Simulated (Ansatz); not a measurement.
Breaking the Al1–Cl4 bond in AlClFH (SMILES [F][AlH][Cl]) (multiplicity 1 held, fragments rigid). Energies count from the point at 2.087 Å.
Geometry at that point (charge 0, multiplicity 1):
```xyz
4

Al    -0.56121     0.17721    -0.47070
H     -1.75578    -0.36995    -1.30319
F     -0.21593     1.78615    -0.49600
Cl     0.64676    -1.05936     0.69920
```

Signs of static correlation in cc-pV(T+d)Z, with CASSCF(6,4), from Ansatz (an electronic-structure program) runs.

```csv
R (Å),T1 of restricted CCSD,⟨S²⟩ of UHF,largest double amplitude of restricted CCSD,weight of the CASSCF reference in MRCISD,CASSCF natural occupations
1.670,0.010,0.000,0.027,0.895,2.00 1.99 1.99 0.02
1.879,0.010,0.000,0.030,0.894,2.00 2.00 1.99 0.01
2.087,0.011,0.000,0.032,0.892,2.00 2.00 1.99 0.01
2.296,0.011,0.000,0.034,0.892,2.00 2.00 1.98 0.02
2.505,0.012,0.000,0.041,0.891,2.00 2.00 1.98 0.03
2.818,0.014,0.000,0.070,0.891,2.00 2.00 1.95 0.05
3.131,0.017,0.000,0.102,0.891,2.00 2.00 1.91 0.09
3.653,0.031,0.817,0.164,0.892,2.00 2.00 1.76 0.24
4.175,?,0.970,?,0.893,2.00 2.00 1.48 0.52
4.801,0.108,1.007,0.547,0.894,2.00 2.00 1.21 0.79
5.636,0.158,1.015,0.944,0.894,2.00 2.00 1.07 0.93
6.679,0.172,1.016,1.136,0.894,2.00 2.00 1.01 0.99
```

Question: Complete the blanks.

Answer: 
- 4.175, T1 of restricted CCSD: 0.058
- 4.175, largest double amplitude of restricted CCSD: 0.277

Doubts at one or more of the structures used: active orbitals that take no part (SC-NEVPT2 on CASSCF(6,4)/cc-pV(T+d)Z); a restricted determinant that unrestricted orbitals would lower (R-CCSD(T)/cc-pV(T+d)Z); T1 above 0.05 (R-CCSD(T)/cc-pV(T+d)Z, U-CCSD(T)/cc-pV(T+d)Z); other coupled-cluster roots lie near (R-CCSD(T)/cc-pV(T+d)Z); a spin-contaminated determinant (U-CCSD(T)/cc-pV(T+d)Z); the program's own flag: other amplitudes (U-CCSD(T)/cc-pV(T+d)Z).
